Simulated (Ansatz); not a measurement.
Coupled-cluster diagnostics for the cluster Al₂Si₂, Ansatz.

Geometry of the singlet (PBE-D4/def2-TZVP):

Cartesian coordinates in Å:
```
Al 0.081 -1.207 -0.031
Al -0.086 1.207 0.033
Si -0.766 0.001 -2.027
Si 0.770 -0.001 2.026
```

Correlated methods freeze 20 core orbitals. The structure comes from a short search, and lower isomers may exist.

Geometry of the charge 0 triplet (PBE-D4/def2-TZVP):

```xyz
4

Al   -0.100   -1.344   -0.574
Al    0.317    1.425    0.121
Si    1.553   -0.471    0.945
Si   -1.770    0.389   -0.491
```

Geometry of the charge 0 quintet (PBE-D4/def2-TZVP):

```tsv
atom	x (Å)	y (Å)	z (Å)
Al1	0.5778	-0.7524	-1.0590
Al2	-0.5785	0.7518	1.0590
Si3	-0.9071	1.2240	-1.3646
Si4	0.9079	-1.2235	1.3646
```

Q: Estimate the CCSD(T) correlation energy, the shares of MP2 and (T), T1 and the reference's ⟨S²⟩ for: charge 0, singlet, own geometry in def2-TZVPP; charge 0, singlet, own geometry in def2-TZVPD; charge 0, triplet, own geometry in def2-TZVPP; charge 0, quintet, own geometry in def2-TZVPP; charge 1, doublet, vertical in def2-TZVPP; charge -1, doublet, vertical in def2-TZVPD; and the rough time on 4 threads of Arm Neoverse V2 on a shared host.

A: 
```json
{"state": "charge 0, singlet, own geometry", "basis": "def2-TZVPP", "correlation (eV)": "-11.268", "MP2 share (%)": "85.2", "(T) share (%)": "8.9", "T1": "0.031", "⟨S²⟩ (pure)": "0.00 (0.00)", "wall time": "12 s", "remarks": "large T1, restricted SCF unstable"}
{"state": "charge 0, singlet, own geometry", "basis": "def2-TZVPD", "correlation (eV)": "-11.190", "MP2 share (%)": "85.0", "(T) share (%)": "8.9", "T1": "0.031", "⟨S²⟩ (pure)": "0.00 (0.00)", "wall time": "13 s", "remarks": "large T1, restricted SCF unstable"}
{"state": "charge 0, triplet, own geometry", "basis": "def2-TZVPP", "correlation (eV)": "-10.462", "MP2 share (%)": "78.4", "(T) share (%)": "9.2", "T1": "0.088", "⟨S²⟩ (pure)": "3.02 (2.00)", "wall time": "15 s", "remarks": "large T1, spin-contaminated"}
{"state": "charge 0, quintet, own geometry", "basis": "def2-TZVPP", "correlation (eV)": "-9.936", "MP2 share (%)": "82.4", "(T) share (%)": "8.0", "T1": "0.033", "⟨S²⟩ (pure)": "6.14 (6.00)", "wall time": "12 s", "remarks": "spin-contaminated"}
{"state": "charge 1, doublet, vertical", "basis": "def2-TZVPP", "correlation (eV)": "-10.002", "MP2 share (%)": "77.3", "(T) share (%)": "9.2", "T1": "0.110", "⟨S²⟩ (pure)": "1.88 (0.75)", "wall time": "33 s", "remarks": "large T1, spin-contaminated"}
{"state": "charge -1, doublet, vertical", "basis": "def2-TZVPD", "correlation (eV)": "-11.138", "MP2 share (%)": "80.2", "(T) share (%)": "8.9", "T1": "0.083", "⟨S²⟩ (pure)": "1.77 (0.75)", "wall time": "35 s", "remarks": "large T1, spin-contaminated"}
```
Customary marks for T1 are 0.02 (closed shells), 0.045 (open shells) and about 0.05 (3d metals). T1 exceeds 0.02 in 6 of 6 rows and 0.045 in 3; the higher it lies, the less the single-reference result can be trusted.
